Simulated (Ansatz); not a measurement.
`B[CH2][GeH2][Cl]`, relaxed with RKS PBE0-D4/def2-TZVP in Ansatz 0.2.0 from a PBE-D4/def2-SVP geometry. The force threshold is 0.005 eV/Å; the program also tests the step.

Charge 0, multiplicity 1.

Start:

```xyz
10

B    -1.256    1.035    0.073
C     0.267    0.800    0.160
Ge    0.522   -1.148   -0.168
Cl    2.655   -1.526    0.129
H    -1.958    0.931    1.064
H    -1.793    1.250   -1.001
H     0.878    1.266   -0.639
H     0.727    0.953    1.157
H     0.194   -1.534   -1.631
H    -0.236   -2.027    0.856
```

(1) By how much does the energy fall, and how many steps does the optimiser take? (Estimate.)

(2) Which bonds change most? (An estimate is asked.)

(3) Give the relaxed structure. (Estimate.)

Results:

(1) The calculation gave: 0.04 eV, in 14 steps.

(2) Ansatz gave: Ge3–Cl4 from 2.186 to 2.160 Å; B1–H6 from 1.220 to 1.198 Å; B1–H5 from 1.219 to 1.198 Å; C2–Ge3 from 1.992 to 1.971 Å.

(3) Ansatz gave: 
```xyz
10

B    -1.251    1.045    0.050
C     0.254    0.777    0.176
Ge    0.522   -1.147   -0.155
Cl    2.645   -1.492    0.038
H    -1.973    0.928    0.999
H    -1.738    1.302   -1.014
H     0.882    1.251   -0.582
H     0.676    0.921    1.174
H     0.143   -1.558   -1.583
H    -0.160   -2.029    0.898
```
